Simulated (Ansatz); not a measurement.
Ga4As5H16⁺, a cluster cut from zinc blende GaAs (hydrogen-capped), relaxed as a singlet with RKS r2SCAN-D4/def2-SVP in Ansatz, starting from the GFN2-xTB geometry. Force threshold 0.03 eV/Å.

Start:

```csv
atom,x (Å),y (Å),z (Å)
Ga1,-1.875,1.406,-0.962
Ga2,0.230,-2.637,-3.006
Ga3,2.299,3.026,1.249
Ga4,0.555,-1.584,1.832
As5,0.046,2.935,-0.182
As6,-1.146,-0.383,-2.671
As7,-1.622,-0.276,1.179
As8,0.840,-2.789,-0.462
As9,2.083,0.528,1.992
H10,-3.360,1.986,-1.063
H11,1.502,-2.322,-3.872
H12,-0.828,-3.749,-3.350
H13,1.978,3.951,2.482
H14,3.502,3.251,0.264
H15,0.564,-2.526,3.123
H16,-0.294,4.263,-0.788
H17,-0.783,3.269,1.040
H18,-1.804,0.065,-3.941
H19,-2.383,-1.168,-2.293
H20,-2.736,-1.285,1.243
H21,-2.099,0.367,2.453
H22,-0.507,-3.434,-0.197
H23,1.531,-4.087,-0.171
H24,1.160,0.988,3.103
H25,3.148,0.205,2.997
```

(1) Estimate the energy that the relaxation releases and the steps that it takes.

(2) Does the start keep its bonding?

(3) Predict the relaxed structure.

Results:

(1) 35.6 kcal/mol, in 16 steps; 6.2 min on 4 threads of Arm Neoverse V1 on a shared host. The force fell under the threshold at step 12, but the optimiser went on and released 0.020 eV more. No frequencies were taken in this run, so the end may be a saddle point.

(2) By distances, no bond broke or formed. The bond that changes most is Ga1–As7, from 2.73 to 2.49 Å (atoms count from 1).

(3) 
```xyz
25

Ga   -2.125    1.186   -0.542
Ga    0.752   -1.662   -2.490
Ga    2.158    2.183    0.389
Ga    0.167   -1.533    1.959
As   -0.254    2.744   -0.118
As   -1.361   -0.279   -2.380
As   -1.953   -0.343    1.418
As    0.650   -2.677   -0.177
As    1.771    0.344    2.080
H    -3.530    1.823   -0.706
H     1.906   -0.627   -2.413
H     0.485   -2.810   -3.497
H     2.744    3.389    1.167
H     2.668    1.451   -0.882
H     0.065   -2.434    3.218
H    -0.270    3.668   -1.311
H    -0.803    3.717    0.897
H    -1.389    0.615   -3.595
H    -2.570   -1.115   -2.718
H    -3.068   -1.355    1.340
H    -2.417    0.397    2.647
H    -0.244   -3.893   -0.160
H     1.957   -3.386    0.074
H     1.563    0.921    3.459
H     3.098   -0.325    2.341
```
Bond lengths (bridged metal pairs left out): 10 × As–Ga 2.47 to 2.53 Å; 10 × As–H 1.51 Å; 6 × Ga–H 1.55 Å.
